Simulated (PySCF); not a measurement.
Question: Give a PBE0-D3(BJ)/def2-SVP geometry of InChI=1S/C7H11FSi/c1-2-7(8)9-5-3-4-6-9/h2-4,7,9H,1,5-6H2/t7-/m0/s1.

Answer: 
```
atom  x, y, z in Å
C1     3.520    0.053    0.074
C2     2.279   -0.285    0.428
C3     1.114    0.638    0.407
F4     1.512    1.946    0.166
Si5   -0.161    0.184   -0.949
C6    -1.004   -1.474   -0.566
C7    -2.317   -1.017    0.018
C8    -2.659    0.278   -0.071
C9    -1.719    1.242   -0.749
H10    4.333   -0.676    0.096
H11    3.753    1.074   -0.237
H12    2.053   -1.310    0.745
H13    0.598    0.613    1.387
H14    0.527    0.278   -2.269
H15   -1.161   -2.081   -1.477
H16   -0.439   -2.118    0.129
H17   -2.986   -1.743    0.494
H18   -3.614    0.635    0.330
H19   -2.124    1.592   -1.715
H20   -1.539    2.149   -0.147
```

Orientation and origin are arbitrary. Atoms count from 1 in this order. The 5-membered ring Si5–C6–C7–C8–C9 has internal angles of 95.8° to 119.2° (sum 538°, against 540° for a flat polygon); it is puckered, 0.08 Å rms from its mean plane, widest ring torsion 14°. The C–C distances run from 1.334 Å (C1=C2, drawn double) to 1.508 Å (C6–C7, drawn single), a spread of 0.174 Å. Si5 (SiH silicon) has angles from 95.8° to 116.0°. The 3 C–Si bonds span 1.894 Å (Si5–C9, drawn single) to 1.916 Å (C3–Si5, drawn single), a spread of 0.022 Å.

Bonds between heavy atoms (Å): C1=C2 1.334, C2–C3 1.486, C3–F4 1.389, C3–Si5 1.916, Si5–C6 1.899, C6–C7 1.508, C7=C8 1.342, C8–C9 1.507, Si5–C9 1.894.

Computed, not measured: PBE0-D3(BJ)/def2-SVP geometry optimisation, gas phase in PySCF 2.14.0.

Point group: C1 (no symmetry element, even within 0.4 Å). Whether it is a minimum is left open (no frequencies). The numbers are those of one conformer (C1–C2–C3–F4 -9°, C2–C3–Si5–C6 67°, C3–Si5–C6–C7 100°, Si5–C6–C7–C8 11°, C7–C8–C9–Si5 -10°, C3–Si5–C9–C8 -101°).
